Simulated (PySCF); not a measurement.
Structure problem from calculated spectra and properties.

Elements present: C, H, O, S and Si. Monoisotopic mass: 93.9909 u.

| Property | Result |
| --- | --- |
| NMR, other nuclei | isotropic shieldings of nuclei other than C and H, by class: 323 (1 O), 359 (1 Si), 714 (1 S) ppm [GIAO PBE0/pcSseg-1] |
| Rotational structure | rotational constants A, B, C: 11.552, 2.452, 2.100 GHz [GFN2-xTB] |
| Dipole | 1.10 D [PBE0/pcSseg-1] |
| 13C NMR | chemical shifts (computed TMS as zero) by class: 9.3 (1 C) ppm [GIAO PBE0/pcSseg-1] |
| 1H NMR | chemical shifts (computed TMS as zero) by class: 5.50 (2 H), 1.91 (3 H), 1.33 (1 H) ppm [GIAO PBE0/pcSseg-1] |

Electronic properties: PySCF, gas phase, density fitting. Levels stand in brackets. Isolated species at its GFN2-xTB geometry (one conformer only). NMR classes are plain means over equivalent atoms (diastereotopic ones count apart unless rotation or inversion swaps them), as if these changed places fast.

Question: Which formula fits the mass and the elements?

Answer: CH6OSSi (calculated 93.9909). No other formula that holds each of these elements comes within 0.0003 u with a fitting electron parity and a possible valence count.

Question: What is the compound? Reason from the data.

Answer: Numbering: `[CH3:1][S:2][SiH2:3][OH:4]`. Its formula, CH6OSSi, gives 0 degrees of unsaturation, so no ring and no π bond. The one carbon: S-methyl carbon [C1] (9.3 ppm). Hydrogen classes from least to most shielded: 2 H on an oxygen-bound silicon, Si3 (5.50 ppm), 3 H on an S-methyl carbon, C1 (1.91 ppm), 1 H on a silanol oxygen, O4 (1.33 ppm). The other shieldings belong to: 323 ppm, silanol oxygen [O4]; 359 ppm, oxygen-bound silicon [Si3]; 714 ppm, sulfur bonded to C and Si [S2]. The optimised geometry has point group Cs and is an asymmetric top. Structure: `CS[SiH2]O`. Computed isomers that give other values at the same levels: `C[Si@@H](O)S` (1H chemical shifts (computed TMS as zero) by class: 5.90 (1 H), 1.60 (1 H), 0.40 (3 H), -0.15 (1 H) ppm). The assignments are read from this structure; whether some other isomer fits the data as well wasn't checked.

Conformer computed: `[CH3:1][S:2][SiH2:3][OH:4]`: C1–S2–Si3–O4 180°, H–O4–Si3–S2 0°.
